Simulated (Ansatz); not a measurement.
Geometry optimisation, RKS PBE-D4/STO-3G in Ansatz 0.2.0.

input.yaml

```yaml
crystal:
  periodic: [false, false, false]
  atoms:
    - { symbol: Si, position_ang: [0.0, 0.0, 0.0] }
    - { symbol: Cl, position_ang: [0.0, 0.0, 2.13] }
    - { symbol: C, position_ang: [1.7634, 0.0, -0.6227] }
    - { symbol: H, position_ang: [2.1111, -1.0463, -0.7509] }
    - { symbol: H, position_ang: [1.8119, 0.5276, -1.5981] }
    - { symbol: H, position_ang: [2.4154, 0.5187, 0.1108] }
    - { symbol: C, position_ang: [-0.8808, 1.5259, -0.6227] }
    - { symbol: H, position_ang: [-1.9334, 1.2723, -0.8671] }
    - { symbol: H, position_ang: [-0.8624, 2.3106, 0.1622] }
    - { symbol: H, position_ang: [-0.3704, 1.9025, -1.5336] }
    - { symbol: C, position_ang: [-0.8808, -1.5259, -0.6227] }
    - { symbol: H, position_ang: [-1.3804, -2.0377, 0.2261] }
    - { symbol: H, position_ang: [-1.6409, -1.2332, -1.3768] }
    - { symbol: H, position_ang: [-0.1449, -2.2146, -1.0879] }
basis:
  gaussian: { orbitals: STO-3G }
hamiltonian:
  xc: pbe
  dispersion: d4
relax:
  f_tol: 0.02
  max_steps: 40
```

Command:

```bash
$ ansatz run input.yaml --threads 1 --pin off --max-ram 2048MiB --backend cpu --events-out ev --progress --plain --runs-dir out
```

Where does it end, and by what steps?

The forces met the threshold. The force dipped under the threshold on the way, but the program's further checks kept it going. Limits of this set-up: minimal basis. After 13 steps the energy has fallen by 0.170 eV; H13 moved furthest, 0.90 Å.

```csv
step,energy less start (eV),largest force component (eV/Å),accepted
0,0.0000,0.411,yes
1,-0.0727,0.381,yes
2,-0.0994,0.081,yes
3,-0.1203,0.539,yes
4,-0.1343,0.508,yes
5,-0.1496,0.172,yes
6,-0.1611,0.013,yes
7,-0.1435,0.740,no
8,-0.1647,0.064,yes
9,-0.1649,0.261,yes
10,-0.1683,0.056,yes
11,-0.1691,0.004,yes
12,-0.1694,0.054,yes
13,-0.1695,0.009,yes
```

```xyz
14
Properties=species:S:1:pos:R:3
Si 0.007 -0.039 -0.054
Cl 0.042 -0.246 2.059
C 1.791 0.048 -0.639
H 2.346 -0.863 -0.363
H 1.828 0.151 -1.737
H 2.313 0.913 -0.198
C -0.925 1.544 -0.451
H -1.959 1.503 -0.071
H -0.431 2.420 -0.001
H -0.968 1.699 -1.543
C -0.871 -1.547 -0.751
H -1.903 -1.619 -0.370
H -0.917 -1.487 -1.853
H -0.343 -2.476 -0.482
```

Whether the end is a true minimum wasn't checked by a vibrational analysis.

Run time: 24 s on 1 thread of Intel(R) Xeon(R) 6975P-C (Granite Rapids), with other jobs on the host, peak memory 0.14 GiB.
